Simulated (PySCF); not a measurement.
# Vertical excitation energies

Species: SnH3(nBu), C4H12Sn.
Geometry (PBE0-D3(BJ)/def2-SVP, Å), atoms numbered from 1 in this order:
```
atom  x, y, z in Å
Sn1    1.399    1.910    1.611
H2     1.379    1.938    3.327
H3     3.030    1.899    1.071
H4     0.635    3.331    1.020
C5     0.372    0.163    0.863
C6     0.340    0.081   -0.660
C7    -0.310   -1.190   -1.206
C8    -1.791   -1.328   -0.888
H9     0.876   -0.719    1.293
H10   -0.645    0.182    1.288
H11   -0.194    0.959   -1.068
H12    1.368    0.147   -1.057
H13   -0.170   -1.213   -2.301
H14    0.236   -2.068   -0.816
H15   -2.218   -2.231   -1.350
H16   -1.975   -1.400    0.196
H17   -2.361   -0.462   -1.262
```

Method: TDDFT wB97X-D/def2-SVPD, vertical, gas phase, core orbitals frozen in the response, def2 core potentials past Kr (PySCF). Spin–orbit coupling is left out.

| state | λ (nm) | E (eV) | f | main configurations (H = HOMO, L = LUMO) |
| --- | --- | --- | --- | --- |
| S1 | 169.4 | 7.32 | 0.022 | H→L (68%), H→L+1 (28%) |
| S2 | 159.1 | 7.79 | 0.189 | H→L+2 (46%), H→L+1 (28%) |
| S3 | 157.9 | 7.85 | 0.312 | H→L+2 (31%), H→L+1 (28%), H→L (14%) |
| S4 | 157.7 | 7.86 | 0.080 | H→L+3 (57%) |
| S5 | 152.4 | 8.14 | 0.057 | H-1→L (32%), H-1→L+1 (23%), H-2→L (11%) |
| S6 | 152.2 | 8.14 | 0.055 | H-2→L (33%), H-2→L+1 (22%), H→L+3 (14%) |
| S7 | 150.5 | 8.24 | 0.149 | H-1→L (38%), H-1→L+1 (35%), H-2→L (9%) |
| S8 | 150.2 | 8.25 | 0.131 | H-2→L+1 (41%), H-2→L (33%), H-1→L+1 (9%) |
| S9 | 147.6 | 8.40 | 0.0045 | H-1→L+2 (32%), H-2→L+3 (21%), H-2→L+2 (20%) |
| S10 | 142.5 | 8.70 | 0.051 | H→L+4 (44%), H→L+5 (29%) |

Triplets, Tamm–Dancoff:

| state | E (eV) | λ (nm) | main configurations (H = HOMO, L = LUMO) |
| --- | --- | --- | --- |
| T1 | 6.69 | 185.2 | H→L+1 (78%) |
| T2 | 7.14 | 173.7 | H→L (84%) |
| T3 | 7.37 | 168.3 | H-1→L (41%), H→L+3 (9%), H-1→L+7 (9%) |
| T4 | 7.37 | 168.2 | H-2→L (34%), H→L+2 (22%) |

The lowest singlet comes at 169 nm (706 kJ/mol) in the vacuum ultraviolet; it is weak; its leading configuration is HOMO→LUMO (68%). The most intense listed level is S3 at 7.85 eV (158 nm, f = 0.312), 0.53 eV above S1. S5/S6 lie within about 0.01 eV of each other. Löwdin shares by element: HOMO carbon 53% or more, tin 22% (atoms not listed hold the other 25%); LUMO tin 61%, hydrogen 26% or more. Orbital energies (eV): HOMO-3 -11.13, HOMO-2 -10.65, HOMO-1 -10.63, HOMO -9.59, LUMO 1.65, LUMO+1 1.95, LUMO+2 2.57. Weighted by f, the mean energy of these states is 8.01 eV. Singlets were solved by full linear response, triplets in the Tamm–Dancoff approximation.

One conformer stands for the species.
